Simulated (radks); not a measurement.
The numbers below are computed, except where a source is named.
Neutral lutetium inside a hard spherical wall (all orbitals vanish at R), configuration held at [Xe] 4f14 5d1 6s2 and not refilled when levels cross. Code: a radial shooting solver on a logarithmic mesh with Libxc functionals. Model: scalar-relativistic Kohn-Sham, PBE, spin-polarised, spherical densities, point nucleus; open shells are filled with parallel spins first (spin-orbit coupling, left out, can overturn this in heavy ions). Eigenvalues in eV for spin up, with the zero of energy where the potential of the charges vanishes at infinity; a dash marks a level that is unbound or too diffuse for the functional's potential to be trusted. A positive occupied level is held by the wall or, in an anion where self-interaction has pushed it up, behind a barrier. The pressure on the wall is -dE/dV.

R (bohr)  E (hartree)  kinetic (hartree)    e(5p)   e(4f)   e(6s)   e(5d)  e(6p, empty)  e(7s, empty)  pressure (GPa)
free      -14563.3489          15915.504  -31.783  -9.597  -4.844  -1.949        -1.457             -               0
10        -14563.3473          15915.518  -31.642  -9.453  -4.749  -1.827        -1.207         1.953          0.0375
8         -14563.3372          15915.586  -31.185  -8.988  -4.401  -1.425        -0.517         5.038           0.427
7         -14563.3171          15915.698  -30.595  -8.384  -3.881  -0.889         0.404         8.410            1.52
6         -14563.2619          15915.959  -29.506  -7.258  -2.725   0.162         2.329        14.642            5.73
3.5       -14561.9434          15920.884  -20.747   2.590  15.808  11.318        29.032        82.748             359
2.5       -14556.6822          15940.097   -2.811  22.767  69.793  36.749        95.608        224.64            4550
